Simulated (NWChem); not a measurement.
CH5BOS; SMILES OB(S)C

```xyz
9

B     -0.0932    -0.4145    -0.0040
C      1.1538    -1.3853    -0.0009
H      1.0901    -2.1107    -0.8240
H      1.1842    -1.9673     0.9313
H      2.1131    -0.8668    -0.0921
O     -1.3862    -0.8565     0.0001
H     -1.4376    -1.8245    -0.0005
S      0.1718     1.3958    -0.0024
H     -1.1288     1.7608     0.0090
```
Atoms are numbered in this order, from 1.

Program: NWChem. Pople sets run with spherical d functions. Coordinates come from a B3LYP/6-31G* (spherical d) optimisation. Level: PBE0/6-31+G*; the question gives the wavelength of the field.

Task: Estimate the computed values for field static. Quantities: isotropic polarisability (bohr³); anisotropy (bohr³).

Result: 
- isotropic polarisability (bohr³) = 47.9
- anisotropy (bohr³) = 19.5
